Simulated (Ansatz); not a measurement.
Breaking the Si1–Br3 bond in BrHSi (SMILES [SiH]Br) (multiplicity 1 held, fragments rigid). Energies count from the point at 2.267 Å.
Geometry at that point (charge 0, multiplicity 1):
```csv
atom,x (Å),y (Å),z (Å)
Si,-0.8967,-0.7610,1.0622
H,-1.8925,-1.2293,0.0078
Br,0.4128,0.3395,-0.4251
```

Signs of static correlation in def2-TZVPP, with CASSCF(6,4), from Ansatz (an electronic-structure program) runs.

| R (Å) | T1 of restricted CCSD | ⟨S²⟩ of UHF | largest double amplitude of restricted CCSD | weight of the CASSCF reference in MRCISD | CASSCF natural occupations |
|---|---|---|---|---|---|
| 1.813 | 0.012 | 0.278 | 0.080 | 0.893 | 2.00 1.99 1.99 0.02 |
| 2.040 | 0.013 | 0.290 | 0.080 | 0.891 | 2.00 2.00 1.99 0.02 |
| 2.267 | 0.015 | 0.284 | 0.076 | 0.888 | 2.00 2.00 1.98 0.02 |
| 2.493 | 0.017 | 0.265 | 0.067 | 0.888 | 2.00 2.00 1.97 0.03 |
| 2.720 | 0.020 | 0.241 | 0.049 | 0.888 | 2.00 2.00 1.96 0.04 |
| 3.060 | 0.025 | 0.203 | 0.078 | 0.888 | 2.00 1.99 1.93 0.07 |
| 3.400 | 0.035 | 0.708 | 0.126 | 0.887 | 2.00 1.99 1.88 0.13 |
| 3.967 | 0.067 | 0.981 | 0.236 | 0.888 | 2.00 2.00 1.64 0.36 |
| 4.533 | 0.125 | 1.036 | 0.442 | 0.889 | 2.00 2.00 1.33 0.67 |
| 5.213 | … | 1.051 | … | 0.889 | 2.00 2.00 1.13 0.87 |
| 6.120 | 0.258 | 1.055 | 1.280 | 0.889 | 2.00 2.00 1.04 0.96 |
| 7.253 | 0.261 | 1.056 | 1.389 | 0.889 | 2.00 2.00 1.01 0.99 |

**Question.** What belongs in the gaps?

**Answer.** 
- 5.213, T1 of restricted CCSD: 0.204
- 5.213, largest double amplitude of restricted CCSD: 0.858

Doubts at one or more of the structures used: active orbitals that take no part (SC-NEVPT2 on CASSCF(6,4)/def2-TZVPP); a restricted determinant that unrestricted orbitals would lower (R-CCSD(T)/def2-TZVPP); T1 above 0.05 (R-CCSD(T)/def2-TZVPP, U-CCSD(T)/def2-TZVPP); other coupled-cluster roots lie near (R-CCSD(T)/def2-TZVPP); a spin-contaminated determinant (U-CCSD(T)/def2-TZVPP).
